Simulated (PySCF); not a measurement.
Excitation energy of W by level of theory

W [Xe] 4f14 5d4 6s2 (5D) → W [Xe] 4f14 5d5 6s1 (7S), as a difference of total energies. All numbers are calculated (PySCF 2.14, scalar relativity through the core potential, in aug-cc-pVTZ-PP with one added diffuse shell each of s, p, d, f, g type with ECP60MDF (7s7p6d4f3g, 113 functions)). Correlated levels: valence: 5s2 5p6 frozen. The calculations carry no spin-orbit coupling.

```
           method  excitation energy (cm⁻¹)
              UHF                   -9256.9
              LDA                   -4730.2
              PBE                   -6511.4
             PBE0                   -6901.1
           r2SCAN                   -9451.3
          r2SCANh                   -9114.1
             BP86                   -5317.8
          wB97M-V                   -2329.7
    MP2 (valence)                   -4351.7
SCS-MP2 (valence)                    1862.0
```

**Question.** How much does correlation contribute at MP2 (valence)?

**Answer.** -4351.7 − (-9256.9) = 4905.2 cm⁻¹, measured against UHF.

Errors of the correlated levels include the incompleteness of this basis and the frozen core.

For comparison: -1505.7 cm⁻¹ (measured; NIST levels, between the centres of gravity of the two terms).
